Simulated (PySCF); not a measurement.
**C₆ coefficients of unlike pairs at UHF**

Calculated with PySCF 2.14 from the dipole response of each species, C₆(A,B) = (3/π) ∫ α_A(iu) α_B(iu) du, in atomic units, from isotropic polarisabilities. For ions this is the dispersion term alone; charge-induced terms of lower order in 1/R come first.

| species | configuration | basis | relativity | α (bohr³) | C₆ (like pair) |
| --- | --- | --- | --- | --- | --- |
| Zn³⁺ | [Ar] 3d9 (2D) | dyall-av2z (16s12p7d2f) | none | 1.216 | 2.548 |
| W³⁺ | [Xe] 4f14 5d3 (4F) | aug-cc-pVQZ-PP with ECP60MDF (7s7p6d4f3g2h) | core potential | 7.066 | 34.75 |
| Mn³⁺ | [Ar] 3d4 (5D) | aug-cc-pVTZ with one added diffuse shell each of s, p, d, f, g type (9s8p6d4f3g) | none | 1.804 | 4.452 |

Task: Estimate C₆ for Mn³⁺ with Zn³⁺.

Result: The integral gives 3.338. The combination rule 2 C_A C_B / (C_A α_B/α_A + C_B α_A/α_B) gives 3.345 and the geometric mean 3.368.

No spin-orbit coupling is included.

The other pairs:

```tsv
pair	C₆
Mn³⁺, W³⁺	11.96
W³⁺, Zn³⁺	8.696
```
